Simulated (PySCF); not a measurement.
propan-2-ylcyclopropane (C₆H₁₂), SMILES CC(C)C1CC1.

Coordinates come from a B3LYP-D3(BJ)/def2-SVP optimisation. The values are those of a single conformer.

These are TDA-PBE/def2-SVPD (PySCF) values and carry that method's errors.

Vertical excitations. Gas-phase values at a fixed geometry.

Computed UV-visible absorptions:
| state | energy (eV) | λ (nm) | f | main pairs |
|---|---|---|---|---|
| S1 | 6.75 | 184 | 0.011 | HOMO→LUMO 99 % |
| S2 | 7.03 | 176 | 0.002 | HOMO−1→LUMO 99 % |
| S3 | 7.18 | 173 | 0.002 | HOMO→LUMO+1 99 % |
| S4 | 7.30 | 170 | 0.035 | HOMO→LUMO+2 99 % |
| S5 | 7.41 | 167 | 0.009 | HOMO→LUMO+3 99 % |
| S6 | 7.46 | 166 | 0.002 | HOMO−1→LUMO+1 99 % |
| T1 | 6.65 | 186 | 0 | HOMO→LUMO 99 % |
| T2 | 6.94 | 179 | 0 | HOMO−1→LUMO 99 % |
Triplets are in the Tamm–Dancoff approximation.
